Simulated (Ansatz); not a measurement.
A made-up structure of CH3FTe, closed shell:

F1  (0.157, -0.052, -1.609)
C2  (-0.025, -0.502, -0.329)
Te3  (-0.904, 0.969, 0.961)
H4  (0.938, -0.794, 0.089)
H5  (-0.710, -1.351, -0.341)
H6  (0.383, 0.434, -0.044)
(Å)

It is relaxed with PBE-D4/def2-SVP and then PBE0-D4/def2-TZVP (Ansatz 0.2.0). Atoms count as bonded within 1.22 times the sum of their covalent radii (H–H: 0.88 Å). The end point is not checked to be a true minimum.

Q: Does its bonding change? (Judge from chemistry; the calculation decides.)

A: Computed: Yes. Formed: none; broken: C2–H6.

Where it ends: The first stage lowers the energy by 3.23 eV in 15 steps. It ends as CH₃FTe ([F][CH2][TeH]):
```xyz
6
angstrom
F 0.0083 -0.3022 -1.8260
C -0.1047 -0.7208 -0.5274
Te -0.7990 0.8190 0.7941
H 0.8676 -1.0643 -0.1760
H -0.8382 -1.5269 -0.4732
H 0.7056 1.4993 0.9366
```

Labels in which every atom is bracketed show which atoms are joined, not bond orders.

For scale, one of the runs: PBE0-D4/def2-TZVP relaxation, 130 basis functions, launched by `ansatz run in.yaml --threads 2 --pin off --events-out ev --progress --plain --max-ram 4352MiB`. The run took about 15 s on 2 CPU threads of an Arm Neoverse V2 (shared host).
